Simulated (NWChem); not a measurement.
System: C$_{3}$H$_{4}$F$_{2}$O; SMILES FC1(F)CCO1

NWChem input:

```
start job
memory heap 200 mb stack 900 mb global 1100 mb
geometry units angstroms
  F     -0.032204    -1.214102     1.086159
  C      0.004762    -0.398441     0.000000
  F     -0.032204    -1.214102    -1.086159
  C      1.086489     0.686645     0.000000
  C     -0.120886     1.642673     0.000000
  O     -1.047776     0.515243     0.000000
  H      1.712728     0.691900     0.909839
  H      1.712728     0.691900    -0.909839
  H     -0.248204     2.267379     0.907896
  H     -0.248204     2.267379    -0.907896
end
basis spherical
  F library sto-3g
  C library sto-3g
  O library sto-3g
  H library sto-3g
end
dft
  xc hfexch
  iterations 150
end
driver
  maxiter 120
end
task dft optimize
task dft freq
```

The level has its own optimisation; frequencies are unscaled. Brackets give each atom's bonded neighbours.

### Question
Predict the main results of this run. (Hartree-Fock/STO-3G.) Quantities: r C–F (Å); r C–C [C(CCHH)–C(CFFO)] (Å); r C–O [C(CFFO)–O(CC)] (Å); r C–C [C(CCHH)–C(CHHO)] (Å); highest harmonic frequency (cm⁻¹); lowest (cm⁻¹); zero-point energy (kcal/mol); dipole (D).

### Answer
The r C–F (Å) comes out as 1.367. The r C–C [C(CCHH)–C(CFFO)] (Å) is 1.566 and the r C–O [C(CFFO)–O(CC)] (Å) comes out as 1.448. The r C–C [C(CCHH)–C(CHHO)] (Å) is 1.548, the highest harmonic frequency (cm⁻¹) is 3770 and the lowest (cm⁻¹) comes out as 132. The zero-point energy (kcal/mol) is 52.7 and the dipole (D) comes out as 2.42.
